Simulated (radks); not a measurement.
Values are calculated unless marked as measured or tabulated.
All-electron atom: Hg+ in [Xe] 4f14 5d10 6s1.

Level of theory: scalar-relativistic Kohn-Sham, PBE, spin-polarised, spherical densities, finite nucleus; open shells are filled with parallel spins first (spin-orbit coupling, left out, can overturn this in heavy ions); Fermi nuclear charge, rms radius 5.4648 fm; hard spherical wall at 3 bohr (a radial shooting solver on a logarithmic mesh with Libxc functionals).

Energy parts (hartree):
part                       energy
total                 -19616.4808
kinetic                22014.0870
electron-nucleus      -48870.4870
Hartree                 7610.6567
exchange-correlation    -370.7375

Orbitals (lengths in bohr, moments of r in powers of bohr):
| orbital | occ. | eigenvalue (hartree) | <1/r> |
|---|---|---|---|
| 1s up | 1 | -3055.071 | 97.53 |
| 1s down | 1 | -3055.069 | 97.53 |
| 2s up | 1 | -541.4081 | 22.88 |
| 2s down | 1 | -541.4072 | 22.88 |
| 2p up | 3 | -467.0206 | 20.28 |
| 2p down | 3 | -467.0198 | 20.28 |
| 3s up | 1 | -128.4069 | 8.484 |
| 3s down | 1 | -128.4059 | 8.484 |
| 3p up | 3 | -106.9023 | 7.720 |
| 3p down | 3 | -106.9013 | 7.720 |
| 3d up | 5 | -84.23040 | 7.259 |
| 3d down | 5 | -84.22949 | 7.259 |
| 4s up | 1 | -28.16253 | 3.642 |
| 4s down | 1 | -28.16088 | 3.642 |
| 4p up | 3 | -21.10997 | 3.284 |
| 4p down | 3 | -21.10809 | 3.284 |
| 4d up | 5 | -12.72848 | 2.946 |
| 4d down | 5 | -12.72625 | 2.946 |
| 4f up | 7 | -3.43932 | 2.531 |
| 4f down | 7 | -3.43676 | 2.531 |
| 5s up | 1 | -4.29211 | 1.496 |
| 5s down | 1 | -4.28799 | 1.496 |
| 5p up | 3 | -2.42022 | 1.265 |
| 5p down | 3 | -2.41389 | 1.267 |
| 5d up | 5 | -0.34515 | 0.9328 |
| 5d down | 5 | -0.32659 | 0.9395 |
| 5f up | 0 | 1.30887 | 0.6546 |
| 5f down | 0 | 1.34620 | 0.6582 |
| 6s up | 1 | 0.06647 | 0.7089 |
| 6s down | 0 | 0.10837 | 0.7101 |
| 6p up | 0 | 0.71191 | 0.7090 |
| 6p down | 0 | 0.75346 | 0.7073 |
| 7s up | 0 | 3.23027 | 0.8163 |
| 7s down | 0 | 3.25210 | 0.8162 |

The highest occupied level is 6s up at 1.809 eV. The pressure on the wall is 594 GPa. The electron density at the nucleus is 2.5e+06 e/bohr^3 (large components only). Summed over all electrons, <r^2> = 42.19 bohr^2, which gives a Langevin (diamagnetic) susceptibility term of -33.4 x 10^-6 cm^3/mol.
